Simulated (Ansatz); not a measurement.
Computed with Ansatz on PBE0-D4/def2-TZVP structures; ΔE is electronic, products minus reactants. CCSD(T)/CBS is the MP2 limit (def2-TZVPP, def2-QZVPP) plus CCSD(T) − MP2 in def2-TZVPP, frozen cores. This one scheme is used for every species. DFT in def2-TZVPP. B3LYP here is the variant with VWN-RPA as its local correlation; programs differ in this. Each species was taken in one conformer, which may not be the lowest.

Consider the formal exchange of groups at the Si–O bond: `FB(Cl)O[SiH3]` + `CC(=O)C(F)F` → `O=C([SiH3])C(F)F` + `COB(F)Cl`.

```tsv
level	ΔE (kcal/mol)	difference from CCSD(T)/CBS
PBE-D4	40.1	-4.7
r2SCAN-D4	44.3	-0.5
PBE0-D4	43.0	-1.8
B3LYP-D4	43.3	-1.5
ωB97X-V	43.9	-0.9
ωB97M-V	44.3	-0.5
B2PLYP	44.8	0.0
PBE	40.3	-4.5
r2SCAN	44.3	-0.5
PBE0	43.2	-1.6
B3LYP	43.7	-1.1
HF/def2-TZVPP	48.8	4.0
MP2/def2-TZVPP	46.6	1.8
SCS-MP2/def2-TZVPP	45.9	1.1
CCSD/def2-TZVPP	45.4	0.6
CCSD(T)/def2-TZVPP	44.5	-0.3
HF/def2-QZVPP	49.1	4.3
MP2/def2-QZVPP	46.9	2.1
SCS-MP2/def2-QZVPP	46.2	1.4
HF/CBS(def2)	49.2	4.4
MP2/CBS(def2)	47.0	2.2
CCSD/CBS(def2)	45.7	0.9
CCSD(T)/CBS	44.8	0
```

Largest T1 diagnostic among the species: 0.014.

From PBE to PBE0 (25 % exact exchange), in def2-TZVPP and without D4, ΔE moves by +2.8 kcal/mol. In def2-TZVPP, CCSD(T) changes the Hartree–Fock value by −4.3 kcal/mol (the triples alone add −0.9 kcal/mol) and MP2 by −2.2 kcal/mol.
